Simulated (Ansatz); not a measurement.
`C=[C]([GaH2])C[SiH2]C` at its PBE0-D4/def2-TZVP geometry, where that method's forces vanish. The species carries charge 0 and has multiplicity 1.

```xyz
17

C     2.0034    0.5122    0.2386
C     1.1258   -0.1621   -0.5123
Ga    0.9821    0.3597   -2.3999
C     0.2593   -1.2435    0.0480
Si   -1.4806   -0.5580    0.3000
C    -1.5122    0.7195    1.6617
H     2.1734    0.2701    1.2884
H     2.5933    1.3302   -0.1636
H     0.1849   -0.5302   -3.4203
H     1.7372    1.6594   -2.8561
H     0.1808   -2.0948   -0.6362
H     0.6375   -1.6205    1.0064
H    -1.9004    0.0696   -0.9906
H    -2.4337   -1.6636    0.6023
H    -1.2569    0.2672    2.6232
H    -2.5028    1.1704    1.7529
H    -0.7912    1.5144    1.4578
```

Question: What forces (eV/Å) does PBE-D4/def2-TZVPP give on these atoms in Ansatz? (Best estimate.)

Answer: Ansatz gave: 
```
C1   0.246  0.209  0.182
C2  -0.257 -0.213 -0.203
Ga3 -0.036  0.016 -0.091
C4   0.030  0.012 -0.054
Si5 -0.064 -0.003 -0.019
C6  -0.001 -0.024 -0.026
H7   0.046 -0.050  0.224
H8   0.127  0.176 -0.070
H9  -0.042 -0.054 -0.060
H10  0.047  0.072 -0.020
H11 -0.029 -0.169 -0.127
H12  0.070 -0.079  0.194
H13 -0.039  0.057 -0.130
H14 -0.098 -0.115  0.028
H15  0.048 -0.078  0.184
H16 -0.183  0.089  0.022
H17  0.136  0.155 -0.032
```
